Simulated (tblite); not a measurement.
Isomers of C6H3N2O (doublet state). Computed values, GFN2-xTB/tblite, gas phase, harmonic and unscaled. The method is semi-empirical: single wavenumbers can be off by several per cent or more. One conformer each. Open shells enter through the occupations alone, without spin polarisation, and single modes of such species can be off by tens of per cent.

Electronic energies: GFN2-xTB at the same geometries; isomer energies are rough at this level and their order can be wrong.

```
              SMILES  electronic energy, lowest = 0 (kJ/mol)
  O=CC#Cc1n[c]c[nH]1                                    74.7
 N#C/C=C(\[C]=O)CC#N                                     0.0
N#C[CH]/C(C=O)=C/C#N                                    28.3
[H]/N=C\c1co[c]c1C#N                                    65.2
```

Question: How do GFN2-xTB zero-point energies change the relative energies?

Answer: 
```
              SMILES  ZPE (kJ/mol)  of it from modes above 1550 cm⁻¹  electronic (kJ/mol)  with ZPE, lowest = 0 (kJ/mol)  lowest mode (cm⁻¹)  rings
 N#C/C=C(\[C]=O)CC#N         191.4                              95.4                  0.0                            0.0                  23      0
N#C[CH]/C(C=O)=C/C#N         187.9                              91.3                 28.3                           24.8                  85      0
[H]/N=C\c1co[c]c1C#N         197.3                              81.1                 65.2                           71.1                  98      1
  O=CC#Cc1n[c]c[nH]1         195.2                              79.9                 74.7                           78.5                  66      1
```

The zero-point energies span 9.4 kJ/mol, from `N#C[CH]/C(C=O)=C/C#N` to `[H]/N=C\c1co[c]c1C#N`. The order is unchanged.

Question: What do entropy and thermal enthalpy add at 298.15 K and 1 bar (rigid rotor, harmonic oscillator, one conformer each)?

Answer: 
```csv
SMILES,point group,symmetry number,S (J/(mol K)),H − H(0) (kJ/mol),ZPE + H − H(0) − TS (kJ/mol)
N#C[CH]/C(C=O)=C/C#N,Cs,1,400.4,26.32,94.8
[H]/N=C\c1co[c]c1C#N,Cs,1,368.4,22.62,110.1
O=CC#Cc1n[c]c[nH]1,Cs,1,384.2,23.81,104.5
```

S holds R ln(2S + 1) for the spin.

Not tabulated: `N#C/C=C(\[C]=O)CC#N` (lowest mode only 23 cm⁻¹).
